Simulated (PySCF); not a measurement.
C₃H₈NSi₂ (charge -1).
Numbering: `[CH3:1][C:2]#[C:3][SiH2:4][N-:5][SiH3:6]` (hydrogens: H7, H8, H9 on C1; H10, H11 on Si4; H12, H13, H14 on Si6)

Computed, not measured: PySCF, PBE0-D3(BJ)/def2-SVP geometry optimisation, gas phase.

(1) Give the optimised bond lengths and angles.

## Answers

(1) 
```
                     bond  length (Å)
                    C1–C2       1.455
                    C2≡C3       1.222
                   C3–Si4       1.887
                   Si4–N5       1.642
                   N5–Si6       1.652
      C1–H7, C1–H8, C1–H9       1.103
         Si4–H10, Si4–H11       1.520
Si6–H12, Si6–H13, Si6–H14       1.527
```

Bonds in one row agree within 0.01 Å and their mean is given. A selection of angles:
```
      angle  degrees
   C2–C1–H7    111.6
   H7–C1–H8    107.2
   C1–C2–C3    179.2
  C2–C3–Si4    178.5
  C3–Si4–N5    116.9
 C3–Si4–H10    101.0
 N5–Si4–H10    117.8
 N5–Si4–H11    114.2
H10–Si4–H11    102.9
 Si4–N5–Si6    148.6
 N5–Si6–H12    117.6
 N5–Si6–H14    113.6
H12–Si6–H13    101.7
```

Dihedral angles: C3–Si4–N5–Si6 -51° (synclinal). The mirror-image conformer, all signs reversed, is as good.

Si6 (SiH3 silicon) is distorted tetrahedral (angles from 101.7° to 117.6°). Si4 (SiH2 silicon) is distorted tetrahedral (angles from 101.0° to 117.8°). The 2 C–C bonds span 1.222 Å (C2≡C3, drawn triple) to 1.455 Å (C1–C2, drawn single), a spread of 0.233 Å.

Point group: C1 (no symmetry element, even within 0.4 Å). No PBE0-D3(BJ)/def2-SVP frequencies stand behind this structure, so it isn't proved a minimum. The geometry's basis has no diffuse functions, a weakness for an anion.
